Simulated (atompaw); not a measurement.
# Reading a pseudo-wave (Ta (Z = 73))

Columns: radius, all-electron u(r) and pseudo u(r) of the 5d shell (level -3.62 eV) of tantalum in the configuration [Xe] 4f14 5d3 6s2 6p0; PBEsol, scalar-relativistic, PAW (atompaw) scheme, atompaw 4.2.0.5.

```csv
r (bohr),all-electron,pseudo
0.115,0.1978,0.0009
0.231,-0.0455,0.0075
0.346,-0.2779,0.0243
0.462,-0.2700,0.0551
0.577,-0.1195,0.1007
0.692,0.0719,0.1609
0.808,0.2535,0.2338
0.923,0.4024,0.3137
1.038,0.5164,0.3961
1.154,0.5987,0.4758
1.269,0.6529,0.5464
1.385,0.6854,0.6045
1.500,0.7007,0.6464
1.615,0.7032,0.6719
1.731,0.6961,0.6816
1.846,0.6824,0.6778
1.962,0.6638,0.6636
2.077,0.6422,0.6429
2.192,0.6187,0.6190
2.308,0.5937,0.5937
2.423,0.5685,0.5685
2.538,0.5432,0.5432
2.654,0.5178,0.5178
2.769,0.4931,0.4931
2.885,0.4687,0.4687
3.000,0.4452,0.4452
```

**Question.** How many radial nodes do the two functions have?

**Answer.** The all-electron 5d function has n − l − 1 = 2; the pseudo-wave has 0, since the states of the same l below it are removed with the core.

**Question.** At about which radius was the pseudo-wave matched?

**Answer.** 2.35 bohr. The columns agree to 0.0005 from 2.19 bohr on; several derivatives are matched, so the curves merge somewhat inside the radius.

**Question.** Where does each function peak?

**Answer.** Outermost all-electron maximum near 1.61 bohr, pseudo maximum near 1.73 bohr (to the table’s step).

**Question.** Is the pseudo-wave norm-conserving?

**Answer.** No, it belongs to a PAW set: the norm inside the radius is not constrained, and the difference is carried by the augmentation charge.
